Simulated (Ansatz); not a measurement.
Consider the redistribution: `N[SiH](Cl)[AlH][OH]` + `N[SiH2][SiH3]` → `N[SiH2][SiH](N)Cl` + `[OH][AlH][SiH3]`.

Gas-phase electronic energies from Ansatz, PBE0-D4/def2-TZVP geometries. CCSD(T)/CBS is the MP2 limit (def2-TZVPP, def2-QZVPP) plus CCSD(T) − MP2 in def2-TZVPP, frozen cores. This one scheme is used for every species. Functionals use def2-TZVPP. Each species was taken in one conformer, which may not be the lowest.

| level | ΔE (kcal/mol) | difference from CCSD(T)/CBS |
| --- | --- | --- |
| r2SCAN-D4 | -1.6 | -0.2 |
| PBE0-D4 | -1.4 | 0.0 |
| r2SCAN0-D4 | -1.5 | -0.1 |
| PBE-QIDH | -1.3 | 0.1 |
| PBE | -1.0 | 0.4 |
| MP2/def2-SVP | -2.3 | -0.9 |
| HF/def2-TZVPP | -0.7 | 0.7 |
| CCSD(T)/def2-TZVPP | -1.5 | -0.1 |
| SCS-MP2/def2-QZVPP | -1.2 | 0.2 |
| CCSD/CBS(def2) | -1.3 | 0.1 |
| CCSD(T)/CBS | -1.4 | 0 |

Largest T1 diagnostic among the species: 0.014.

Leaving LDA and LC-ωPBE aside and taking each functional with its dispersion term where it has one, the values, not all of them listed here, spread over 1.0 kcal/mol, from B97M-V to B2PLYP. At CCSD(T), def2-SVP lies −0.9 kcal/mol from the extrapolated value and def2-TZVPP −0.1 kcal/mol. In def2-TZVPP, CCSD(T) changes the Hartree–Fock value by −0.7 kcal/mol (the triples alone add −0.1 kcal/mol) and MP2 by −0.7 kcal/mol.

CCSD(T)/CBS has its own doubt, a few kJ/mol and more with outer-core shells, so smaller differences from it don't rank the levels.
